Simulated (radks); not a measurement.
Q: Isoelectronic series with 15 electrons, each ion in its NIST ground configuration. Method: Dirac Kohn-Sham, LDA (Slater exchange, Perdew-Wang correlation), spin-unpolarised, spherical densities, finite nucleus; open shells fill j = l - 1/2 first; Fermi nuclear charge, rms radius of each element as measured or else 0.836 A^(1/3) + 0.57 fm; computed with a radial shooting solver on a logarithmic mesh with Libxc functionals. Total energies (hartree) and orbital eigenvalues (hartree):

ion    configuration  E (hartree)      3p3/2      3p1/2      3s1/2
Dy51+   [Ne] 3s2 3p3   -9532.1335  -168.2693  -176.0741  -181.2899
Ho52+   [Ne] 3s2 3p3   -9855.2676  -174.5801  -182.9572  -188.2934
Er53+   [Ne] 3s2 3p3  -10184.7762  -181.0112  -189.9941  -195.4517
Yb55+   [Ne] 3s2 3p3  -10863.3280  -194.2355  -204.5366  -210.2419
Lu56+   [Ne] 3s2 3p3  -11212.5113  -201.0295  -212.0463  -217.8776
Hf57+   [Ne] 3s2 3p3  -11568.4772  -207.9452  -219.7178  -225.6774
Ta58+   [Ne] 3s2 3p3  -11931.2538  -214.9829  -227.5534  -233.6426
W59+    [Ne] 3s2 3p3  -12300.9427  -222.1431  -235.5553  -241.7758
Re60+   [Ne] 3s2 3p3  -12677.6594  -229.4261  -243.7260  -250.0797
Os61+   [Ne] 3s2 3p3  -13061.4612  -236.8323  -252.0679  -258.5560
Ir62+   [Ne] 3s2 3p3  -13452.5397  -244.3622  -260.5838  -267.2088
Pt63+   [Ne] 3s2 3p3  -13850.9218  -252.0161  -269.2763  -276.0395
Au64+   [Ne] 3s2 3p3  -14256.7719  -259.7944  -278.1482  -285.0517
Hg65+   [Ne] 3s2 3p3  -14670.1707  -267.6977  -287.2025  -294.2478
Tl66+   [Ne] 3s2 3p3  -15091.2885  -275.7262  -296.4423  -303.6316
Pb67+   [Ne] 3s2 3p3  -15520.2101  -283.8805  -305.8708  -313.2055
Bi68+   [Ne] 3s2 3p3  -15957.1006  -292.1609  -315.4914  -322.9735

Estimate the row of Tm54+ ([Ne] 3s2 3p3).

A: E (hartree) -10520.7989; 3p3/2 -187.5628; 3p1/2 -197.1865; 3s1/2 -202.7677.
